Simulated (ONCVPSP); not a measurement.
sulfur (S), ONCV: configuration errors across variants

```json
{
  "Element": "sulfur (S)",
  "Generator": "ONCVPSP 4.0.1",
  "Type": "optimised norm-conserving Vanderbilt (ONCV)",
  "Functional": "PBE",
  "Relativity": "scalar-relativistic",
  "Frozen core": "[Ne]",
  "Valence charge": "6",
  "Reference configuration": "3s2 3p4",
  "Partial waves": "3s: rc 1.20 bohr, ncon 4, nbas 8, qcut 4.6 1/bohr, 3 projectors, debl 1.3 Ha; 3p: rc 1.20 bohr, ncon 4, nbas 8, qcut 6.1 1/bohr, local",
  "Local potential": "the p channel",
  "Core correction": "Teter function, fcfact 3, rcfact 1.05"
}
```

All-electron excitation energies from the reference (eV): (1) 3s2 3p3 11.769; (2) 3s2 3p2 34.052; (3) 3s2 3p1 68.094; (4) 3s1 3p4 22.648.

A true bound ghost makes a file unfit for plane-wave use even where its test errors are small: the radial tests pick states by their node count and pass the ghost by.

Errors AE − PS in meV (a dash: test not solved or not reliable):

```
              change   (1)  (2)  (3)   (4)  bound ghosts  GHOST(+) flags above zero
                base  +1.3  +11  +40  +4.2             s                          s
core correction none  +1.2  +11  +41  +4.4             s                          s
           s: qcut 4  +1.4  +12  +43  +3.5             s                          s
```

(1) Give the same row for: all radii but the core radius scaled by about 1.25 (s 1.50, p 1.50 bohr).

Answers

(1) +0.9, +11, +47, -0.5; bound ghosts: s; GHOST(+) flags above zero: none.
